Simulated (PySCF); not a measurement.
Relaxation of singlet ZrSF2

Level of theory: PBE0 in PySCF with Zr def2-SVP with ECP28, S def2-SVP, F def2-SVP; scalar-relativistic core potentials, no spin–orbit coupling; density-fitted integrals. A (50,194) grid was used.

A hand-made trigonal planar start, of C2v symmetry, held to at least that symmetry:

```xyz
4
charge 0 multiplicity 1, angstrom
Zr    0.0914    0.1584    0.0000
S    -1.0135   -1.7555    0.0000
F     2.2714    0.1584    0.0000
F    -0.9986    2.0463    0.0000
```

Optimiser trace:
```
step  E − E(last) (kJ/mol)  largest gradient (Eh/bohr)
   0                123.75                     0.07668
   1                 19.71                     0.03924
   2                 11.42                     0.03850
   3                  0.36                     0.00566
   4                  0.02                     0.00084
   5                  0.00                     0.00020
   6                  0.00                     0.00017
```

It ends at C2v with Zr–F 1.920 Å (×2), Zr–S 2.211 Å; F–Zr–F 126.5°, F–Zr–S 116.7° (×2) (after a last refinement on a finer grid). The frequency run here used a shortcut that can spoil soft modes, so no verdict on minimum or saddle point is given. Other isomers or separated fragments may lie lower.

Final geometry:
Z-matrix (Å, degrees; charge 0 multiplicity 1):
```
Zr
S  1 2.2110
F  1 1.9200 2 116.74
F  1 1.9200 2 116.74 3 180.00
```

The relaxation took roughly 25 core-seconds on a shared host.
